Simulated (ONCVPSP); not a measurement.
**S (Z = 16): one change to an ONCV potential, before and after**

ONCVPSP 4.0.1 input, shortened (lines: element, Z, core and valence counts, functional; n l f; lmax; l rc ep ncon nbas qcut; lloc lpopt rc5 dvloc0; l nproj debl; icmod fcfact rcfact), revPBE, scalar-relativistic:

```
  S 16.00    3    2  -102130      upf
    1    0    2.00
    2    0    2.00
    2    1    6.00
    3    0    2.00
    3    1    4.00
    2
    0    1.50    0.00    5    8    4.60
    1    1.50    0.00    4    8    6.10
    2    1.35    0.28    4    7    6.70
    4    4    0.85    0.00
    0    2    3.50
    1    2    2.60
    2    2    3.00
    1    0.25    0.00
```

Change: all radii but the core radius scaled by about 0.92 (s 1.38, p 1.38, d 1.24 bohr); local potential polynomial inside 0.78 bohr (lpopt 4, dvloc0 0 Ha).

Cutoffs: the cutoffs (Ha) at which the residual kinetic energy of the hardest occupied pseudo-wave falls to 1 and 0.1 mHa per electron; they do not see the model core or the augmentation charge, which bear on the density cutoff. Errors are all-electron minus pseudo energies relative to the spin-unpolarised reference configuration.

Question: How do hardness, ghosts and transferability respond?

Answer: The potential gets softer (20 Ha and 53 Ha → 14 Ha and 44 Ha); the errors of the 4 common tests hardly move; neither file shows a bound ghost.

```tsv
quantity	base	changed
cutoff, loose	20 Ha	14 Ha
cutoff, tight	53 Ha	44 Ha
loose cutoff by channel	s 20 Ha, p 9.2 Ha	s 14 Ha, p 7.9 Ha
bound ghosts	none	none
GHOST(+) flags under 300 eV	s at 170.4 eV	s at 152.3 eV
error for 3s2 3p3, meV [ΔE 11.74 eV]	+0.9	+1.0
error for 3s2 3p2, meV [ΔE 34.00 eV]	+12	+12
error for 3s2 3p1, meV [ΔE 68.02 eV]	+53	+52
error for 3s2 3p3.5, meV [ΔE 4.65 eV]	-0.1	0.0
rms error of d²Exc/dni dnj with the model core, mHa	0.42	0.39
```

Changed file: The cutoffs count occupied waves only; projector 2 of the d channel, the hardest unoccupied one, needs 47 Ha at the loose tolerance.
